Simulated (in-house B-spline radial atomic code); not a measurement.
Ionisation energies with and without relativity, with size and susceptibility from the Dirac run. Dirac energy differences include first-order Breit, QED and recoil terms. NIST's values go from ground level to ground level; the uncertainty of those that are theory runs from under 0.1 % in few-electron ions to several per cent in heavy many-electron ones. Computed with a radial B-spline atomic code at the basis-set limit: non-relativistic Hartree-Fock and Dirac-Hartree-Fock, averages of the configuration (point nuclei without relativity, finite nuclei with it).

| ion | configuration | configuration after | ionisation non-relativistic (eV) | ionisation Dirac Breit and QED (eV) | tabulated value (eV) | tabulated kind | radius at density 0.001 (bohr) | diamagnetic susceptibility (10⁻⁶ cm³/mol) |
| --- | --- | --- | --- | --- | --- | --- | --- | --- |
| Rb5+ | [Ar] 3d10 4s2 4p2 | [Ar] 3d10 4s2 4p1 | 81.37 | 81.64 | 82.9 | tabulated theory | 2.874 | -11.871 |
| Sr5+ | [Ar] 3d10 4s2 4p3 | [Ar] 3d10 4s2 4p2 | ? | ? | ? | tabulated theory | ? | ? |
| Zr5+ | [Ar] 3d10 4s2 4p5 | [Ar] 3d10 4s2 4p4 | 96.15 | 96.54 | 96.38 | semi-empirical | 2.772 | -13.534 |
| Nb5+ | [Ar] 3d10 4s2 4p6 | [Ar] 3d10 4s2 4p5 | 101.23 | 101.67 | 102.069 | semi-empirical | 2.725 | -13.834 |
| Mo5+ | [Kr] 4d1 | [Ar] 3d10 4s2 4p6 | ? | ? | ? | measured | ? | ? |
| Tc5+ | [Kr] 4d2 | [Kr] 4d1 | 71.72 | 71.01 | 72 | tabulated theory | 2.822 | -15.155 |
| Ru5+ | [Kr] 4d3 | [Kr] 4d2 | 75.23 | 74.48 | 76 | tabulated theory | 2.815 | -15.545 |
| Rh5+ | [Kr] 4d4 | [Kr] 4d3 | 78.72 | 77.93 | 80 | tabulated theory | 2.793 | -15.811 |
| Pd5+ | [Kr] 4d5 | [Kr] 4d4 | 82.20 | 81.37 | 84.1 | tabulated theory | 2.762 | -15.982 |
| Ag5+ | [Kr] 4d6 | [Kr] 4d5 | 85.67 | 84.79 | 82 | tabulated theory | 2.728 | -16.08 |
| Cd5+ | [Kr] 4d7 | [Kr] 4d6 | 89.14 | 88.20 | 87 | tabulated theory | 2.691 | -16.12 |
| In5+ | [Kr] 4d8 | [Kr] 4d7 | ? | ? | ? | tabulated theory | ? | ? |
| Sn5+ | [Kr] 4d9 | [Kr] 4d8 | 96.06 | 95.02 | 94 | tabulated theory | 2.615 | -16.073 |

Problem. Fill in the row of Sr5+.

Solution. ionisation non-relativistic (eV): 86.22; ionisation Dirac Breit and QED (eV): 86.53; tabulated value (eV): 88; radius at density 0.001 (bohr): 2.852; diamagnetic susceptibility (10⁻⁶ cm³/mol): -12.584.

Problem. Fill in the row of Mo5+.

Solution. ionisation non-relativistic (eV): 68.18; ionisation Dirac Breit and QED (eV): 67.52; tabulated value (eV): 68.82704; radius at density 0.001 (bohr): 2.801; diamagnetic susceptibility (10⁻⁶ cm³/mol): -14.603.

Problem. Fill in the row of In5+.

Solution. ionisation non-relativistic (eV): 92.60; ionisation Dirac Breit and QED (eV): 91.61; tabulated value (eV): 90; radius at density 0.001 (bohr): 2.653; diamagnetic susceptibility (10⁻⁶ cm³/mol): -16.114.
